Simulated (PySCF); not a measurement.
PySCF input file for GeHF₃, SMILES [F][GeH]([F])[F], HF/pcSseg-2. Coordinates come from a TPSSh-D3(BJ)/def2-SVP optimisation.

```python
import numpy as np
from pyscf import gto, scf, dft
from pyscf.prop.nmr import rhf as nmr

mol = gto.M(
    atom='''
    Ge   -0.00000000    0.00000000    0.26787706
    F    -1.37907268   -0.79620798   -0.38364113
    F    -0.00000000    1.59241596   -0.38364113
    F     1.37907268   -0.79620798   -0.38364113
    H     0.00000000   -0.00000000    1.78624457
    ''',
    basis='pcSseg-2',
    charge=0,
    spin=0,
    max_memory=1600,
    verbose=3,
)
mf = scf.RHF(mol).density_fit(auxbasis='def2-universal-jkfit')
mf.conv_tol = 1e-10
mf.max_cycle = 100
mf.kernel()
n = nmr.NMR(mf)
n.verbose = 2
n.max_cycle_cphf = 60
sigma = n.kernel()
print('atom   isotropic/ppm   span/ppm')
for i, s in enumerate(sigma):
    w = np.linalg.eigvalsh((s + s.T) / 2)
    print(f'{mol.atom_symbol(i):2s}{i + 1:3d} {w.mean():14.3f} {w[2] - w[0]:11.3f}')
```

Program output:

```
converged SCF energy = -2374.53619512372
atom   isotropic/ppm   span/ppm
Ge  1       1633.108     133.432
F   2        384.321     102.671
F   3        384.321     102.671
F   4        384.321     102.671
H   5         26.173      17.949
```

The calculation finished and met its thresholds.
